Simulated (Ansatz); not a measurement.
Geometry optimisation, Ansatz, RKS PBE0/def2-mTZVP.

Input file:

```yaml
crystal:
  periodic: [false, false, false]
  atoms:
    - { symbol: Zn, position_ang: [-1.154998, 0.256728, -0.202271] }
    - { symbol: F, position_ang: [0.888439, -2.030195, -0.562128] }
    - { symbol: Cl, position_ang: [-3.049896, -0.29711, -0.918468] }
    - { symbol: H, position_ang: [1.297882, -1.308581, -0.17365] }
    - { symbol: "N", position_ang: [0.54884, 0.781854, 0.450342] }
    - { symbol: H, position_ang: [0.542633, 1.007737, 1.439861] }
    - { symbol: H, position_ang: [0.927199, 1.589667, -0.033785] }
basis:
  gaussian: { orbitals: def2-mTZVP }
hamiltonian:
  xc: pbe0
relax:
  f_tol: 0.03
  max_steps: 50
```

Run as:

```bash
$ ansatz run input.yaml --threads 2 --pin off --max-ram 3072MiB --backend cpu --events-out ev --progress --plain --runs-dir out
```

Task: Where does it end, and by what steps?

Result: It converged. After 23 steps the energy has fallen by 1.375 eV; H4 moved furthest, 1.43 Å. Parted: F2–H4. Joined: Zn1–F2, H4–N5.

```json
{"step": "0", "energy less start (eV)": "0.0000", "largest force component (eV/Å)": "1.227", "accepted": "yes"}
{"step": "1", "energy less start (eV)": "-0.1465", "largest force component (eV/Å)": "0.374", "accepted": "yes"}
{"step": "2", "energy less start (eV)": "-0.2613", "largest force component (eV/Å)": "0.289", "accepted": "yes"}
{"step": "3", "energy less start (eV)": "-0.2328", "largest force component (eV/Å)": "1.407", "accepted": "no"}
{"step": "4", "energy less start (eV)": "-0.2931", "largest force component (eV/Å)": "0.215", "accepted": "yes"}
{"step": "5", "energy less start (eV)": "-0.3021", "largest force component (eV/Å)": "0.187", "accepted": "yes"}
{"step": "6", "energy less start (eV)": "-0.3188", "largest force component (eV/Å)": "0.225", "accepted": "yes"}
{"step": "7", "energy less start (eV)": "-0.3293", "largest force component (eV/Å)": "0.136", "accepted": "yes"}
{"step": "8", "energy less start (eV)": "-0.3307", "largest force component (eV/Å)": "0.304", "accepted": "yes"}
{"step": "9", "energy less start (eV)": "-0.3459", "largest force component (eV/Å)": "0.291", "accepted": "yes"}
{"step": "10", "energy less start (eV)": "-0.3573", "largest force component (eV/Å)": "0.202", "accepted": "yes"}
{"step": "11", "energy less start (eV)": "-0.4043", "largest force component (eV/Å)": "1.428", "accepted": "yes"}
{"step": "12", "energy less start (eV)": "-0.4748", "largest force component (eV/Å)": "4.232", "accepted": "yes"}
{"step": "13", "energy less start (eV)": "-0.7833", "largest force component (eV/Å)": "1.190", "accepted": "yes"}
{"step": "14", "energy less start (eV)": "-1.1081", "largest force component (eV/Å)": "0.761", "accepted": "yes"}
{"step": "15", "energy less start (eV)": "-1.2701", "largest force component (eV/Å)": "0.487", "accepted": "yes"}
{"step": "16", "energy less start (eV)": "-1.2962", "largest force component (eV/Å)": "1.246", "accepted": "yes"}
{"step": "17", "energy less start (eV)": "-1.3330", "largest force component (eV/Å)": "0.702", "accepted": "yes"}
{"step": "18", "energy less start (eV)": "-1.3457", "largest force component (eV/Å)": "0.584", "accepted": "yes"}
{"step": "19", "energy less start (eV)": "-1.3631", "largest force component (eV/Å)": "0.213", "accepted": "yes"}
{"step": "20", "energy less start (eV)": "-1.3699", "largest force component (eV/Å)": "0.156", "accepted": "yes"}
{"step": "21", "energy less start (eV)": "-1.3738", "largest force component (eV/Å)": "0.068", "accepted": "yes"}
{"step": "22", "energy less start (eV)": "-1.3745", "largest force component (eV/Å)": "0.036", "accepted": "yes"}
{"step": "23", "energy less start (eV)": "-1.3746", "largest force component (eV/Å)": "0.007", "accepted": "yes"}
```

```xyz
7
Properties=species:S:1:pos:R:3
Zn -0.819 -0.752 -0.509
F 0.291 -2.138 -0.764
Cl -2.753 0.152 -0.664
H 1.477 -0.002 0.387
N 0.615 0.537 0.373
H 0.400 0.813 1.326
H 0.788 1.392 -0.149
```

Whether the end is a true minimum wasn't checked by a vibrational analysis.

Run time: 38 s on 2 threads of Intel(R) Xeon(R) 6975P-C (Granite Rapids), with other jobs on the host, peak memory 0.24 GiB.
